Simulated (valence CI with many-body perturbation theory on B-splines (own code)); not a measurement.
# E1 transitions of Os²⁷⁺

Computed by relativistic CI+MBPT: three valence electrons over a frozen Dirac-Fock core [Kr] 4d10, radial functions for each j: 8 s, 8 p, 9 d, 9 f, 6 g, 3 h, 2 i, with the one-electron correlation potential Σ1 (screened to all orders), the two-electron term Σ2, the three-electron term Σ3, Breit, model QED; selected single and double excitations, second order for the rest (own B-spline code, finite nucleus).

No measured spectrum was set against this ion. As an estimate, large intervals hold to a few tenths of a per cent, small ones and those within an open d or f shell to about a per cent. Core correlation moves these levels by up to 50000 cm⁻¹, and in measured spectra 5 to 20 % of such shifts remained as error; rates that hang on mixing are uncertain with them.

Lines 1 to 50 of 181 in falling wavelength, among levels below 1266300 cm⁻¹, chosen from the strongest by gf and those to the six lowest levels. Wavelengths and rates use the calculated energies. Electric multipoles are in the length gauge, E1 and E2 with the static RPA response of the core. Weak lines are less certain than strong ones. Lines between different terms over intervals too small for the method are left out, as are lines whose strength nearly cancels. Where a level lies close to another of its J and parity, the split of strength between their lines is uncertain. The highest levels of a list are the least certain.

Levels are named by their leading jj configuration (3d3/2^4 stands for four electrons in 3d with j = 3/2), which in mixed levels can hold well under half, so a name can repeat and another be missing. Letters in brackets count levels of one name in rising energy.

```tsv
λ vac (Å)	Upper	Lower	A (s⁻¹)	S (a.u.) with core polarisation	S without
108.7	(4f5/2 4f7/2 5s) J=9/2 [b]	(4f7/2^3) J=7/2	2.58e+04	1.64e-07	1.86e-07
106.3	(4f5/2^2 5s) J=9/2	(4f5/2^2 4f7/2) J=7/2 [c]	4.96e+04	2.94e-07	5.87e-07
105.4	(4f5/2 4f7/2 5s) J=3/2 [a]	(4f5/2 4f7/2^2) J=5/2 [c]	4.76e+04	1.10e-07	6.20e-08
104.8	(4f5/2^2 5s) J=9/2	(4f5/2 4f7/2^2) J=7/2 [c]	1.73e+04	9.81e-08	3.46e-07
104.7	(4f7/2^2 5s) J=9/2	(4f7/2^3) J=7/2	2.59e+04	1.47e-07	6.18e-08
102.9	(4f5/2 4f7/2 5s) J=11/2 [a]	(4f5/2 4f7/2^2) J=9/2 [c]	2.67e+04	1.72e-07	3.76e-07
102.9	(4f5/2 4f7/2 5s) J=9/2 [a]	(4f5/2^2 4f7/2) J=7/2 [c]	8.38e+04	4.51e-07	1.05e-06
101.5	(4f5/2 4f7/2 5s) J=9/2 [a]	(4f5/2 4f7/2^2) J=7/2 [c]	2.70e+04	1.40e-07	3.12e-07
101.5	(4f5/2 4f7/2 5s) J=9/2 [b]	(4f5/2 4f7/2^2) J=9/2 [c]	5.06e+04	2.61e-07	1.26e-07
101.4	(4f5/2 4f7/2 5s) J=5/2 [a]	(4f5/2^2 4f7/2) J=7/2 [c]	2.58e+04	7.98e-08	4.14e-08
101.3	(4f5/2 4f7/2 5s) J=7/2 [b]	(4f5/2^2 4f7/2) J=7/2 [c]	9.38e+04	3.85e-07	2.89e-07
100.7	(4f7/2^2 5s) J=3/2	(4f5/2 4f7/2^2) J=5/2 [c]	4.70e+04	9.47e-08	7.60e-08
100.5	(4f5/2 4f7/2 5s) J=5/2 [a]	(4f7/2^3) J=5/2	3.95e+04	1.19e-07	2.13e-07
100.2	(4f5/2^2 5s) J=5/2	(4f5/2 4f7/2^2) J=5/2 [b]	3.51e+04	1.05e-07	2.25e-07
100.0	(4f5/2 4f7/2 5s) J=5/2 [a]	(4f5/2 4f7/2^2) J=7/2 [c]	2.56e+04	7.58e-08	1.19e-08
99.95	(4f5/2 4f7/2 5s) J=7/2 [b]	(4f5/2 4f7/2^2) J=7/2 [c]	1.68e+05	6.61e-07	8.13e-07
99.56	(4f7/2^2 5s) J=11/2	(4f5/2 4f7/2^2) J=9/2 [c]	1.87e+05	1.09e-06	2.80e-06
99.25	(4f5/2 4f7/2 5s) J=9/2 [b]	(4f7/2^3) J=11/2	2.80e+04	1.35e-07	1.69e-08
98.93	(4f5/2^2 5s) J=5/2	(4f5/2 4f7/2^2) J=3/2 [b]	4.53e+04	1.30e-07	2.20e-07
98.03	(4f7/2^2 5s) J=9/2	(4f5/2 4f7/2^2) J=9/2 [c]	2.80e+05	1.30e-06	1.00e-06
97.76	(4f7/2^2 5s) J=7/2	(4f5/2^2 4f7/2) J=7/2 [c]	1.66e+05	6.14e-07	5.00e-07
97.74	(4f5/2 4f7/2 5s) J=9/2 [a]	(4f5/2 4f7/2^2) J=7/2 [b]	3.14e+04	1.45e-07	1.30e-07
97.64	(4f5/2 4f7/2 5s) J=5/2 [a]	(4f5/2 4f7/2^2) J=5/2 [b]	1.79e+05	4.94e-07	4.69e-07
97.62	(4f5/2 4f7/2 5s) J=5/2 [b]	(4f7/2^3) J=5/2	1.31e+05	3.62e-07	4.29e-07
97.55	(4f5/2 4f7/2 5s) J=7/2 [b]	(4f5/2 4f7/2^2) J=5/2 [b]	1.40e+05	5.14e-07	1.09e-06
97.45	(4f7/2^2 5s) J=7/2	(4f5/2 4f7/2^2) J=9/2 [c]	1.28e+05	4.69e-07	4.85e-08
97.07	(4f7/2^2 5s) J=9/2	(4f5/2 4f7/2^2) J=7/2 [c]	5.70e+04	2.57e-07	4.57e-07
97.05	(4f5/2 4f7/2 5s) J=11/2 [a]	(4f7/2^3) J=9/2 [a]	1.91e+04	1.03e-07	1.41e-07
96.89	(4f7/2^2 5s) J=7/2	(4f7/2^3) J=5/2	4.71e+04	1.69e-07	1.19e-06
96.77	(4f5/2 4f7/2 5s) J=9/2 [b]	(4f5/2 4f7/2^2) J=7/2 [b]	1.63e+05	7.27e-07	4.13e-07
96.50	(4f7/2^2 5s) J=7/2	(4f5/2 4f7/2^2) J=7/2 [c]	1.68e+05	5.96e-07	8.78e-07
96.29	(4f5/2 4f7/2 5s) J=7/2 [b]	(4f5/2 4f7/2^2) J=7/2 [b]	5.74e+04	2.02e-07	1.87e-07
96.09	(4f5/2 4f7/2 5s) J=11/2 [b]	(4f5/2 4f7/2^2) J=9/2 [c]	1.78e+04	9.34e-08	6.70e-08
95.93	(4f7/2^2 5s) J=9/2	(4f7/2^3) J=11/2	8.12e+04	3.54e-07	6.17e-08
95.92	(4f5/2^2 5s) J=5/2	(4f5/2^2 4f7/2) J=5/2 [b]	8.67e+04	2.27e-07	1.02e-07
95.78	(4f5/2 4f7/2 5s) J=11/2 [a]	(4f5/2^2 4f7/2) J=11/2 [b]	1.55e+04	8.07e-08	1.56e-07
95.64	(4f5/2^2 5s) J=3/2	(4f5/2 4f7/2^2) J=3/2 [a]	4.36e+04	7.53e-08	4.02e-08
95.58	(4f5/2^2 5s) J=9/2	(4f5/2^2 4f7/2) J=7/2 [b]	7.28e+04	3.14e-07	1.85e-07
95.57	(4f5/2 4f7/2 5s) J=3/2 [a]	(4f7/2^3) J=3/2	9.59e+04	1.65e-07	1.74e-07
95.46	(4f5/2 4f7/2 5s) J=9/2 [a]	(4f5/2^2 4f7/2) J=11/2 [b]	1.20e+05	5.15e-07	1.55e-07
95.46	(4f7/2^2 5s) J=11/2	(4f7/2^3) J=9/2 [b]	1.93e+04	9.96e-08	1.76e-07
95.37	(4f5/2 4f7/2 5s) J=7/2 [a]	(4f5/2 4f7/2^2) J=5/2 [a]	1.91e+04	6.55e-08	3.58e-08
95.30	(4f5/2 4f7/2 5s) J=7/2 [b]	(4f7/2^3) J=9/2 [a]	3.14e+04	1.07e-07	3.23e-07
95.01	(4f5/2^2 5s) J=7/2	(4f5/2^2 4f7/2) J=5/2 [a]	9.29e+04	3.15e-07	1.52e-07
94.92	(4f5/2 4f7/2 5s) J=11/2 [a]	(4f5/2 4f7/2^2) J=9/2 [b]	7.81e+04	3.96e-07	1.04e-07
94.81	(4f7/2^2 5s) J=13/2	(4f5/2 4f7/2^2) J=11/2 [b]	4.30e+04	2.53e-07	9.30e-08
94.48	(4f5/2^2 5s) J=9/2	(4f5/2^2 4f7/2) J=7/2 [a]	9.43e+04	3.92e-07	3.75e-07
94.47	(4f5/2 4f7/2 5s) J=9/2 [a]	(4f5/2 4f7/2^2) J=7/2 [a]	1.21e+05	5.03e-07	5.32e-07
94.39	(4f5/2 4f7/2 5s) J=5/2 [a]	(4f5/2^2 4f7/2) J=3/2 [b]	4.05e+04	1.01e-07	1.01e-07
94.26	(4f5/2^2 5s) J=7/2	(4f5/2^3) J=5/2	4.15e+04	1.37e-07	8.66e-08
```
